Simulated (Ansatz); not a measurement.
Reaction: BNH3 (SMILES [BH]N, doublet) → BNH3 (SMILES B[NH], doublet)
Each species at its own B3LYP-D3(BJ)/def2-TZVP minimum (Ansatz, a quantum-chemistry and plane-wave program).

Property: isomerisation energy (electronic), in kJ/mol. Open shells are spin-unrestricted; no spin-orbit coupling. CBS(X,Y): correlation extrapolated as X^-3, Hartree-Fock from the larger set. A bracket is a step between two methods taken in the basis named. Functionals run without relativity, which enters their misses. Double hybrids freeze cores in their MP2 part. '+ core + X2C': CCSD(T) terms for core correlation (cc-pwCVTZ) and scalar relativity (cc-pVTZ-DK).

CCSD(T)/CBS(cc-pVTZ,cc-pVQZ) + [CCSDT(Q) - CCSD(T)]/cc-pVTZ + [CCSDTQ - CCSDT(Q)]/cc-pVDZ + core + X2C (Ansatz) gives 43.4 kJ/mol.

**Question.** What does PBE/def2-TZVPD (Ansatz) give here, and how do the other levels compare?

**Answer.** PBE gives 32.1 kJ/mol, 11.3 kJ/mol below it. Differences of the others: B3LYP/def2-TZVPD (Ansatz) -14.7; PBE0/def2-TZVPD (Ansatz) -2.7; wB97M-V/def2-TZVPD (Ansatz) -9.5; B2PLYP/def2-TZVPD (Ansatz) -4.9; CCSD(T)/CBS(cc-pVTZ,cc-pVQZ) + core + X2C (Ansatz) 1.8 kJ/mol. Nearer than PBE: PBE0/def2-TZVPD, wB97M-V/def2-TZVPD, B2PLYP/def2-TZVPD, CCSD(T)/CBS(cc-pVTZ,cc-pVQZ) + core + X2C.
